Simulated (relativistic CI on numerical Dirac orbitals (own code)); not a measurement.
Calculated at this level of theory: Dirac-Coulomb-Breit CI, orbitals from a KLI potential per configuration, QED by a radiative potential, unscaled Slater integrals (own radial code, finite nucleus).

The strongest absorption lines from the ground level of an ion, among the configurations computed and to levels below about 33300 eV (vacuum wavelength in Å, gf): 0.3719 (0.011), 0.3764 (0.019), 0.3851 (0.039), 0.3856 (0.015), 0.4054 (0.1), 0.4066 (0.042), 0.4764 (0.52), 0.4821 (0.22).

Q: Which ion is it?
A. Ce LVII
B. Xe LIII
C. Sn XLIX
D. Mo XLI

A: C. Sn XLIX has 2 electrons and the ground level 1s2 1S_0; the strongest line goes to 1s 2p 1P°_1. The pattern of lines fixes the number of electrons, and along that sequence the line energies rise steadily with the charge (about as its square where n changes within one kind of shell, about linearly where n is kept but much faster in heavy ions where fine structure, which grows about as Z⁴, sets the gap, and irregularly where shells cross), which fixes Z. Configurations outside the model, such as inner-shell arrays, can give stronger lines. At this charge energies of transitions that change n are usually good to better than 1 %, and those within a shell (Δn = 0) to a few per cent.

LS names give the leading component of a level, which can be under half, so a name can repeat, a term be missing and a line seem to break the LS rules.
